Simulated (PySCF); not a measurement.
5-methylidene-2H-1,3-oxazole (C4H5NO), SMILES C=C1C=NCO1. Atoms are numbered in the order given.

```xyz
11

C      0.0550    -2.1109     0.0000
C      0.0144    -0.7747     0.0000
C     -1.1604     0.1268     0.0000
N     -0.8290     1.3558     0.0000
C      0.6148     1.3948     0.0000
O      1.0959     0.0490     0.0000
H     -0.8786    -2.6758     0.0000
H      1.0051    -2.6482     0.0000
H     -2.2016    -0.2135     0.0000
H      0.9843     1.9196    -0.8980
H      0.9843     1.9196     0.8980
```

The structure is a stationary point at ωB97X-D3(BJ)/def2-SVP. One conformer was computed; it need not be the lowest.

These are PBE/def2-TZVP run with PySCF values and carry that method's errors.

```json
{
 "total_energy": "-285.13682 hartree",
 "point_group": "Cs",
 "highest_occupied_level": "-5.55 eV",
 "lowest_empty_level": "-2.23 eV",
 "orbital_gap": "3.32 eV",
 "dipole_moment": "0.33 D",
 "quadrupole, principal values (traceless, Buckingham form, about the centre of nuclear charge)": "-6.25, -1.52, 7.77 D·Å",
 "mean_static_polarisability": "60.4 bohr³ (8.96 Å³)",
 "polarisability_principal_values": "37.8, 52.6, 90.9 bohr³"
}
```
